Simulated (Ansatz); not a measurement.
Results of the Gaussian-basis code of Ansatz.

A structure relaxed at PBE0-D4/def2-TZVP, charge 0, multiplicity 1:

Cartesian coordinates in Å:
```
B -0.5891 -1.4498 -1.1711
Si 0.0619 -0.7310 0.5662
Si 0.4429 1.5726 0.2783
Cl -1.2835 -0.9507 2.1276
H -1.7332 -1.7226 -1.3731
H 0.1893 -1.5383 -2.0756
H 1.3379 -1.3669 0.9946
H -0.8066 2.2415 -0.1698
H 0.8799 2.1636 1.5699
H 1.5005 1.7817 -0.7469
```

**Question.** Give its formula and SMILES.

**Answer.** BClH6Si2, `B[SiH]([SiH3])Cl`.

**Question.** Summarise the bond lengths by kind.

**Answer.** 1 × B–Si 1.990 Å; 2 × B–H 1.193 to 1.197 Å; 1 × Si–Si 2.353 Å; 1 × Cl–Si 2.073 Å; 4 × H–Si 1.486 to 1.489 Å.
